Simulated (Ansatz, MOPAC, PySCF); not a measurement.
System: PbBr (charge 0, doublet). SMILES: [Br][Pb]
Structure (B3LYP-D3(BJ)/def2-TZVP (Ansatz, a program for electronic structure) minimum search):
```xyz
2

Pb     0.0000     0.0000    -0.7892
Br     0.0000     0.0000     1.8489
```
Charge 0, spin multiplicity 2.

Unscaled harmonic wavenumbers (cm⁻¹) in rising order, each level at the stationary point that it reaches from this structure (no distance between atoms moves by over 0.3 Å); the order of modes can differ between levels, and a negative number is imaginary. B3LYP-D3(BJ)/def2-TZVP (PySCF, at the structure above): 203.

PM3 (MOPAC): 160. Zero-point energy 0.2 against 0.3 kcal/mol.

HF/LANL2DZ (Ansatz): 191. Zero-point energy 0.3 against 0.3 kcal/mol.
